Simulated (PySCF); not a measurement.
## `FC(F)C[C@@H]1C[C@@H]1Cl`, C$_{5}$H$_{7}$ClF$_{2}$

Geometry:
```json
{"atom": "F1", "x (Å)": "-2.481", "y (Å)": "-0.320", "z (Å)": "0.902"}
{"atom": "C2", "x (Å)": "-1.810", "y (Å)": "-0.680", "z (Å)": "-0.222"}
{"atom": "F3", "x (Å)": "-2.743", "y (Å)": "-0.777", "z (Å)": "-1.200"}
{"atom": "C4", "x (Å)": "-0.761", "y (Å)": "0.362", "z (Å)": "-0.583"}
{"atom": "C5", "x (Å)": "0.289", "y (Å)": "0.460", "z (Å)": "0.498"}
{"atom": "C6", "x (Å)": "1.675", "y (Å)": "0.925", "z (Å)": "0.151"}
{"atom": "C7", "x (Å)": "1.440", "y (Å)": "-0.502", "z (Å)": "0.532"}
{"atom": "Cl8", "x (Å)": "1.570", "y (Å)": "-1.748", "z (Å)": "-0.704"}
{"atom": "H9", "x (Å)": "-1.389", "y (Å)": "-1.682", "z (Å)": "-0.052"}
{"atom": "H10", "x (Å)": "-0.312", "y (Å)": "0.068", "z (Å)": "-1.533"}
{"atom": "H11", "x (Å)": "-1.262", "y (Å)": "1.324", "z (Å)": "-0.710"}
{"atom": "H12", "x (Å)": "-0.112", "y (Å)": "0.754", "z (Å)": "1.461"}
{"atom": "H13", "x (Å)": "1.883", "y (Å)": "1.137", "z (Å)": "-0.887"}
{"atom": "H14", "x (Å)": "2.209", "y (Å)": "1.557", "z (Å)": "0.844"}
{"atom": "H15", "x (Å)": "1.799", "y (Å)": "-0.870", "z (Å)": "1.483"}
```

Computed with TDDFT B3LYP/def2-SVPD circular dichroism and optical rotation, one conformer, gas phase (PySCF 2.14.0). Geometry: GFN2-xTB.

The molecule is flexible and this is one conformer; a measurement averages over conformers. States above about 7.9 eV (minus the energy of the highest occupied orbital) lie near or above the ionisation threshold and depend on the basis.

Q: What are the CIP labels of the stereocentres?

A: C5 R, C7 S.

Q: List the lowest 12 singlet excitations with oscillator and rotatory strengths.

A: Rotatory strengths R in 10⁻⁴⁰ esu² cm², velocity form and length form (origin at the centre of mass); f in length form.
```
state  E (eV)  λ (nm)      f  R (velocity)  R (length)                                    main
    1    6.77     183  0.004          -2.0        -1.6                          HOMO→LUMO 0.94
    2    7.15     173  0.009          +0.2        +0.3                        HOMO−1→LUMO 0.94
    3    7.32     169  0.008          -2.6        -1.9                        HOMO→LUMO+1 0.95
    4    7.68     161  0.005          +1.4        +1.2                      HOMO−1→LUMO+1 0.95
    5    7.84     158  0.029          +0.1        -0.5      HOMO→LUMO+2 0.86, HOMO→LUMO+3 0.12
    6    7.90     157  0.008         +10.6       +10.6      HOMO→LUMO+3 0.83, HOMO→LUMO+2 0.12
    7    8.15     152  0.007         -15.2       -15.1                      HOMO−1→LUMO+2 0.88
    8    8.24     150  0.009         +15.3       +16.0                      HOMO−1→LUMO+3 0.81
    9    8.27     150  0.017          +7.9        +9.0                        HOMO→LUMO+4 0.93
   10    8.32     149  0.015          +5.2        +4.7                        HOMO−2→LUMO 0.81
   11    8.58     144  0.021         -17.8       -18.5  HOMO−1→LUMO+4 0.85, HOMO−2→LUMO+1 0.09
   12    8.72     142  0.012          +7.7        +7.7                        HOMO→LUMO+5 0.96
```

For state 5 the two forms differ in sign, so the sign of R isn't settled.

Among the states computed, the strongest CD band (largest |R|) is state 11. The largest dissymmetry factor in size, g = 4R/(D+G), with D and G the electric and magnetic dipole strengths, is +0.023 for state 8 (velocity form, f = 0.008), among bands with |R| over 0.5. The mirror image has the same energies and oscillator strengths and all R with the opposite sign.
